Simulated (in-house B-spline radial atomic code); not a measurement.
**How G0W0 and RPA depend on the start: Rb33+**

Configuration [He] 2s2. Computed with a B-spline radial code for spherical atoms: all electrons, non-relativistic, point nucleus, each spin shell either full or empty, empty states to l = 9 with an (l + 1/2)⁻⁴ tail; G0W0 by contour deformation at full frequency.

Without relativity these are model numbers: it shifts the levels of so heavy an element strongly and can reorder them.

```tsv
start	mean-field 2s (eV)	G0W0 (eV)	QP weight	RPA correlation (Eh)
Hartree-Fock	-4117.24	-4126.20	0.982	-0.4908
PBE	-4065.15	?	?	?
PBEsol	-4062.63	?	?	?
CAM-B3LYP	-4078.04	-4128.64	0.966	-0.70401
LDA VWN5	-4059.84	-4129.41	0.959	-0.84088
```

Problem. What G0W0 level, weight and RPA correlation energy follow from the PBE start?

Solution. G0W0 level -4129.44 eV, weight 0.958, RPA correlation -0.82919 hartree.

Problem. What G0W0 level, weight and RPA correlation energy follow from the PBEsol start?

Solution. G0W0 level -4129.36 eV, weight 0.959, RPA correlation -0.82708 hartree.

Problem. How much of the dependence on the start does G0W0 remove?

Solution. The mean-field levels span 57.4 eV and the G0W0 levels 3.25 eV. Against 4214 ± 4 eV (NIST, semi-empirical) the G0W0 removal energies are off by -87.80 to -84.56 eV, with relativity, Breit and QED terms left out.
